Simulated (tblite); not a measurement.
Compound: C4H8F2Ge.
SMILES with atom numbers: `[F:1][CH:2]([F:3])[C@@H:4]1[CH2:5][CH2:6][GeH2:7]1` (hydrogens: H8 on C2; H9 on C4; H10, H11 on C5; H12, H13 on C6; H14, H15 on Ge7)

Computed with GFN2-xTB (tblite), gas phase: L-BFGS steps from a force-field or distance-geometry start until the largest atomic force falls under 0.01 eV/Å.

Step 14: E = -653.2017 eV
```
atom  x, y, z in Å  |  force x, y, z in eV/Å
F1      1.2199    0.0298   -1.6061   -0.040  -0.034  -0.041
C2      1.7019    0.0760   -0.3311    0.066   0.026   0.002
F3      2.4899   -1.0226   -0.1843   -0.118  -0.043  -0.027
C4      0.5721    0.1412    0.6553    0.107   0.013   0.024
C5     -0.4197   -1.0353    0.5429    0.035   0.010  -0.031
C6     -1.4637   -0.4832   -0.4484   -0.023  -0.067   0.021
Ge7    -0.8531    1.3593   -0.0434   -0.025   0.094  -0.022
H8      2.3672    0.9509   -0.2813    0.009   0.051   0.052
H9      1.0100    0.2485    1.6470   -0.029   0.015   0.030
H10    -0.8803   -1.1875    1.5215    0.037  -0.075  -0.078
H11     0.0451   -1.9689    0.2223   -0.022   0.022   0.040
H12    -2.4844   -0.7859   -0.2290   -0.018   0.029   0.028
H13    -1.2417   -0.7662   -1.4741    0.036  -0.015  -0.011
H14    -0.4960    2.3870   -1.0921    0.023  -0.058   0.002
H15    -1.5718    2.0650    1.0786   -0.036   0.032   0.011
```

Step 15: E = -653.2038 eV
```
atom  x, y, z in Å  |  force x, y, z in eV/Å
F1      1.2176    0.0305   -1.6058   -0.042  -0.011  -0.032
C2      1.7009    0.0759   -0.3313    0.054   0.021   0.018
F3      2.4818   -1.0284   -0.1876   -0.100  -0.012  -0.014
C4      0.5724    0.1439    0.6565    0.085  -0.037   0.024
C5     -0.4165   -1.0352    0.5406    0.018  -0.008  -0.007
C6     -1.4633   -0.4839   -0.4487    0.005  -0.090   0.042
Ge7    -0.8543    1.3587   -0.0423   -0.025   0.151  -0.052
H8      2.3668    0.9504   -0.2788    0.030   0.027   0.033
H9      1.0067    0.2496    1.6502   -0.015   0.017   0.009
H10    -0.8761   -1.1937    1.5182    0.024  -0.059  -0.053
H11     0.0486   -1.9695    0.2206   -0.014   0.050   0.021
H12    -2.4829   -0.7876   -0.2242   -0.007   0.029   0.001
H13    -1.2374   -0.7695   -1.4730    0.000   0.001  -0.013
H14    -0.4950    2.3905   -1.0892    0.021  -0.084   0.008
H15    -1.5738    2.0762    1.0728   -0.034   0.006   0.016
```

Step 16: E = -653.2055 eV
```
atom  x, y, z in Å  |  force x, y, z in eV/Å
F1      1.2150    0.0311   -1.6060   -0.030   0.019  -0.006
C2      1.7009    0.0762   -0.3314    0.018   0.015   0.021
F3      2.4735   -1.0335   -0.1905   -0.062   0.005  -0.006
C4      0.5737    0.1457    0.6576    0.025  -0.045   0.015
C5     -0.4134   -1.0351    0.5388    0.004  -0.016   0.014
C6     -1.4626   -0.4857   -0.4485    0.027  -0.060   0.040
Ge7    -0.8556    1.3601   -0.0421   -0.017   0.117  -0.047
H8      2.3671    0.9505   -0.2761    0.045  -0.004   0.009
H9      1.0039    0.2509    1.6532    0.001   0.017  -0.008
H10    -0.8722   -1.1998    1.5146    0.009  -0.041  -0.014
H11     0.0513   -1.9693    0.2195    0.008   0.049  -0.005
H12    -2.4820   -0.7884   -0.2203    0.006   0.023  -0.017
H13    -1.2340   -0.7722   -1.4722   -0.030   0.012  -0.005
H14    -0.4937    2.3920   -1.0871    0.025  -0.080  -0.009
H15    -1.5761    2.0855    1.0684   -0.030  -0.010   0.017
```

**Question.** Estimate the geometry and energy of step 17. (The exact step hangs on the optimiser's Hessian estimate; all steps are aligned on step 16, rigid shifts and turns removed.)

**Answer.** E = -653.2063 eV, largest force 0.073 eV/Å
```
atom  x, y, z in Å  |  force x, y, z in eV/Å
F1      1.2130    0.0317   -1.6061   -0.016   0.038   0.016
C2      1.7011    0.0766   -0.3313   -0.014   0.011   0.014
F3      2.4681   -1.0362   -0.1921   -0.029   0.003  -0.004
C4      0.5746    0.1459    0.6583   -0.022  -0.015   0.007
C5     -0.4117   -1.0351    0.5382    0.000  -0.012   0.021
C6     -1.4617   -0.4876   -0.4476    0.027  -0.010   0.023
Ge7    -0.8565    1.3625   -0.0427   -0.008   0.037  -0.017
H8      2.3681    0.9505   -0.2745    0.046  -0.023  -0.005
H9      1.0025    0.2518    1.6547    0.011   0.015  -0.012
H10    -0.8701   -1.2038    1.5127    0.000  -0.030   0.015
H11     0.0530   -1.9683    0.2188    0.028   0.028  -0.023
H12    -2.4814   -0.7886   -0.2186    0.012   0.016  -0.020
H13    -1.2329   -0.7733   -1.4719   -0.039   0.015   0.004
H14    -0.4925    2.3915   -1.0862    0.032  -0.057  -0.033
H15    -1.5779    2.0903    1.0664   -0.026  -0.016   0.013
```

The energy changes by -0.0008 eV. The first-order estimate −F·Δx gives -0.0012 eV and the mean of the old and new forces, exact on a quadratic surface, -0.0008 eV. The step makes an angle of 62° with the force vector and moves no atom by more than 0.006 Å.

Run on an Arm Neoverse N1 with one thread, shared host.
